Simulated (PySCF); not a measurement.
Simulated outer-valence photoelectron spectrum of `[BH3-][O+](C)C`. The calculation used EOM-IP-CCSD/aug-cc-pVDZ in PySCF, restricted Hartree–Fock reference, 4 core orbitals frozen, non-relativistic, gas phase, PBE0-D3(BJ)/def2-SVP geometry.

Each root has a Gaussian of 0.6 eV full width with its one-hole share as area; cross sections and vibrations are left out, and the highest printed point is 100.

(ionisation energy (eV), intensity): (9.6, 0), (9.8, 3), (10.0, 16), (10.2, 44), (10.4, 75), (10.6, 87), (10.8, 79), (11.0, 51), (11.2, 21), (11.4, 7), (11.6, 14), (11.8, 38), (12.0, 59), (12.2, 49), (12.4, 22), (12.6, 6), (12.8, 5), (13.0, 18), (13.2, 44), (13.4, 59), (13.6, 43), (13.8, 18), (14.0, 12), (14.2, 31), (14.4, 57), (14.6, 62), (14.8, 56), (15.0, 74), (15.2, 100), (15.4, 95), (15.6, 58), (15.8, 21), (16.0, 5), (16.2, 1), (16.4, 0), (16.6, 0), (16.8, 2), (17.0, 11), (17.2, 34), (17.4, 57), (17.6, 52), (17.8, 26), (18.0, 7), (18.2, 1)

Question: Where are the maxima, and how many lines lie under the curve?

Answer: 6 maxima, at 10.6, 12.0, 13.4, 14.5, 15.3 and 17.5 eV, from 8 lines. At this width some lines have no maximum of their own.

Question: List the lines with their holes.

Answer: 
```csv
E (eV),leading hole (HF orbital),area,Koopmans (eV)
10.42,HOMO,0.96,11.24
10.82,HOMO-1,0.96,11.48
12.04,HOMO-2,0.95,13.55
13.39,HOMO-3,0.95,14.67
14.50,HOMO-4,0.96,15.41
15.15,HOMO-5,0.96,16.03
15.42,HOMO-6,0.94,16.55
17.47,HOMO-7,0.95,18.90
```

The widest gap, 2.05 eV, lies between 15.42 and 17.47 eV. Only orbitals with −ε under 21 eV, eight at most, were ionised, so the high end of the curve may lack lines.
